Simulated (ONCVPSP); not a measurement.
# In: excitation energies, all-electron against ONCV

* Element: In (Z = 49)
* Generator: ONCVPSP 4.0.1
* Type: optimised norm-conserving Vanderbilt (ONCV)
* Functional: PBEsol
* Relativity: scalar-relativistic
* Frozen core: [Ar] 3d10 4s2
* Valence charge: 19
* Reference configuration: 4p6 4d10 5s1 (charge +2)
* Partial waves: 5s: rc 1.95 bohr, ncon 3, nbas 8, qcut 3.2 1/bohr, 1 projector; 4p: rc 1.30 bohr, ncon 5, nbas 9, qcut 10.9 1/bohr, 2 projectors, debl 0.3 Ha; 4d: rc 1.80 bohr, ncon 4, nbas 9, qcut 8.4 1/bohr, 1 projector
* Local potential: polynomial inside 1.05 bohr (lpopt 4, dvloc0 1 Ha)
* Core correction: Teter function, fcfact 4, rcfact 1.55

In the p channel the program set the typed energies aside and used -3.532, 0.250 Ha.

Energies are relative to the spin-unpolarised reference configuration 4p6 4d10 5s1; without spin polarisation the order of configurations can differ from experiment. Not all tests gave a result: 1 of 4 tests not solved or not reliable.

```json
{"valence configuration": "4p6 4d10 5s2 5p1", "charge": "0", "ΔE all-electron (eV)": "-24.640", "error AE − PS (meV)": "+7.4"}
{"valence configuration": "4p6 4d10 5s2", "charge": "+1", "ΔE all-electron (eV)": "-19.279", "error AE − PS (meV)": "+0.9"}
{"valence configuration": "4p6 4d10 5s0", "charge": "+3", "ΔE all-electron (eV)": "28.266", "error AE − PS (meV)": "-11"}
```

Levels in the configuration 4p6 4d10 5s2:

| level | all-electron (eV) | pseudo (eV) |
| --- | --- | --- |
| 4p | -85.519 | -85.627 |
| 4d | -26.073 | -26.126 |
| 5s | -14.985 | -14.982 |

Note: ghosts flagged at negative energy: s at -151.1 eV; no localised positive-energy state flagged. A true bound ghost makes a file unfit for plane-wave use.
